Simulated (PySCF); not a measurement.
Start geometry of SnCl3(nBu), `CCC[CH2][Sn]([Cl])([Cl])[Cl]` from GFN2-xTB (Å):
```
atom  x, y, z in Å
Sn1    1.4289    1.8189    1.6333
Cl2    1.4054    2.0272    3.9544
Cl3    3.5372    2.0177    0.8871
Cl4    0.4692    3.8915    0.8704
C5     0.3034    0.0327    0.7802
C6     0.2969    0.0498   -0.6982
C7    -0.2908   -1.2665   -1.2265
C8    -1.7621   -1.3604   -0.9406
H9     0.8604   -0.7607    1.3016
H10   -0.6891    0.1110    1.2761
H11   -0.2778    0.8793   -1.0535
H12    1.3495    0.1022   -1.0476
H13   -0.2594   -1.2432   -2.3381
H14    0.1588   -2.1112   -0.7883
H15   -2.2338   -2.2810   -1.4269
H16   -1.9917   -1.4446    0.1628
H17   -2.3337   -0.4630   -1.2860
```

Question: What comes out of this run: PBE0-D3(BJ)/def2-SVP geometry optimisation, gas phase, def2 core potentials past Kr (PySCF 2.14.0)?

Answer: 
```
atom  x, y, z in Å
Sn1    1.328    1.846    1.556
Cl2    1.426    2.157    3.868
Cl3    3.530    1.863    0.773
Cl4    0.298    3.722    0.615
C5     0.330    0.080    0.893
C6     0.334    0.035   -0.630
C7    -0.318   -1.222   -1.204
C8    -1.800   -1.357   -0.892
H9     0.865   -0.769    1.346
H10   -0.682    0.120    1.323
H11   -0.184    0.927   -1.024
H12    1.373    0.100   -0.995
H13   -0.172   -1.211   -2.297
H14    0.226   -2.110   -0.837
H15   -2.231   -2.240   -1.386
H16   -1.988   -1.468    0.188
H17   -2.362   -0.474   -1.237
```

The energy falls by 0.557 eV over 11 energy and gradient evaluations, the largest force component goes from 0.0502 to 1.8e-04 Eh/bohr, and the atoms move by 0.118 Å rms after alignment. The bond that changes most is Sn1–C5 (ends: tin bonded to C and 3 Cl; carbon bonded to C, Sn and 2 H), which shortens by 0.144 Å. Bonds longer at the end by more than 0.005 Å: 6 of 16; shorter: 9. Among the angles that change most is H13–C7–H14, from 114.9° to 105.8°. Among the dihedrals that turn most is H11–C6–C7–H14, from -172° to 178°. Rotational constants go from 1003, 428.9, 420.2 to 994.8, 446.7, 435.3 MHz. The orientation of the end geometry is arbitrary; only internal coordinates are fixed.

The run used 181 basis functions and 69 SCF cycles in all. The run took 4.4 min wall on one thread, Arm Neoverse V2 (aarch64), no GPU, shared host with 96 logical CPUs at a one-minute load of 65, and the process peaked at 0.81 GiB of memory.

PBE0-D3(BJ)/def2-SVP frequencies: not computed here. One conformer, not necessarily the lowest.
